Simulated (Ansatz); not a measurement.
Coupled-cluster run, CH$_{3}$F$_{3}$OSi (`FC(F)(F)O[SiH3]`).

```yaml
crystal:
  periodic: [false, false, false]
  atoms:
    - {symbol: F, position_ang: [0.409799, -0.117444, -2.049067]}
    - {symbol: C, position_ang: [0.966010, -0.344851, -0.853955]}
    - {symbol: F, position_ang: [0.679460, -1.617501, -0.527818]}
    - {symbol: F, position_ang: [2.281206, -0.246667, -0.993225]}
    - {symbol: O, position_ang: [0.537994, 0.514781, 0.063417]}
    - {symbol: Si, position_ang: [-0.909353, 0.439752, 0.910178]}
    - {symbol: H, position_ang: [-0.822484, -0.610098, 1.949285]}
    - {symbol: H, position_ang: [-2.018070, 0.154416, -0.028938]}
    - {symbol: H, position_ang: [-1.036164, 1.781412, 1.513022]}
basis:
  gaussian: {orbitals: def2-TZVPP}
correlation: {method: ccsd_t}
output: {orbitals: {seedname: orbitals}}
```

```sh
$ ansatz run in.yaml --threads 4 --pin off --events-out ev --progress --plain
```

The program prints (abridged):

```
Functional definition: HF
  name "HF"
  cite "Fock, Z. Phys. 61, 126 (1930) doi:10.1007/BF01340294"
  parent pbe
  exchange = exact_x
  correlation = 0
1511 factors; integrals over basis functions are off by at most 8.0e-4 eV
mean field evaluation 1: about -19096.9666 eV, gradient 5.2e1 eV
mean field evaluation 2: about -19097.2522 eV, gradient 5.2e1 eV
mean field evaluation 4: about -19101.9025 eV, gradient 3.4e0 eV
mean field evaluation 8: about -19101.9542 eV, gradient 1.6e-1 eV
mean field -19101.95430175 eV, -701.9838728196 hartree, gradient 2.3e-6 eV, S^2 0.000000; 0 other end points of the search recorded, 0 dependent functions left out
10 core orbitals not correlated: weight in the atoms' cores, before any rotation towards them, 1.000 or more for the frozen orbitals, at most 0.000 for the correlated occupied ones
reference -19101.95430175 eV, -701.9838728196 hartree; 19, 19 occupied and 210, 210 virtual orbitals, 1511 factors
second order -34.09133037 eV of doubles, -0.00000000 eV of singles
cycle   1  -33.84175470 eV  change    2.5e-1 eV  update   1.2e-1
cycle   2  -34.58319940 eV  change   -7.4e-1 eV  update   3.2e-2
cycle   3  -34.73725179 eV  change   -1.5e-1 eV  update   1.5e-2
cycle   4  -34.71350948 eV  change    2.4e-2 eV  update   2.9e-3
cycle   5  -34.71222940 eV  change    1.3e-3 eV  update   1.2e-3
cycle   6  -34.71330962 eV  change   -1.1e-3 eV  update   3.1e-4
cycle   7  -34.71313220 eV  change    1.8e-4 eV  update   1.1e-4
cycle   8  -34.71303357 eV  change    9.9e-5 eV  update   3.2e-5
cycle   9  -34.71303657 eV  change   -3.0e-6 eV  update   1.1e-5
perturbative correction -1.11490111 eV, -0.0409718600 hartree
Total energy: -19137.78223943 eV, -703.3005252442 hartree
```

It took 3.4 min on 4 threads of a server CPU on a shared host, with 5 GiB of host memory at the peak.

Correlation energy per correlated electron: -0.943 eV. T1 diagnostic: 0.0116.
